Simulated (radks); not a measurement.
Values are calculated unless marked as measured or tabulated.
Valence configurations of Cu IV (all share [Ar]). Level of theory: Dirac Kohn-Sham, PBE, spin-unpolarised, spherical densities, point nucleus; open shells fill j = l - 1/2 first (a radial shooting solver on a logarithmic mesh with Libxc functionals). Energies are relative to 3d8; eigenvalues in eV.

valence	E (eV)	e(3d3/2)	e(3d5/2)	e(4p1/2)	e(4p3/2)	e(4s1/2)
3d8	0.000	-49.081	-48.753	-	-	-
3d7.5 4s0.5	7.749	-53.069	-52.728	-	-	-35.904
3d7.5 4p0.5	12.000	-53.715	-53.374	-27.771	-	-
3d7 4p1	25.637	-58.517	-58.162	-29.193	-	-
3d6.5 4s0.5 4p1	36.449	-62.863	-62.495	-30.294	-	-39.372
3d6 4s2	39.476	-66.173	-65.792	-	-	-40.061
3d6.5 4p1.5	40.996	-63.470	-63.101	-30.607	-	-
3d6 4s1 4p1	48.788	-67.380	-66.998	-31.392	-	-40.735
3d6 4p2	58.160	-68.561	-68.178	-31.986	-	-
3d4 4p4	147.35	-90.344	-	-37.255	-36.838	-

NIST lists [Ar] 3d8 as the ground configuration; this level of theory agrees among the configurations tried. The energies are those of spherical spin-averaged densities, not of single terms.
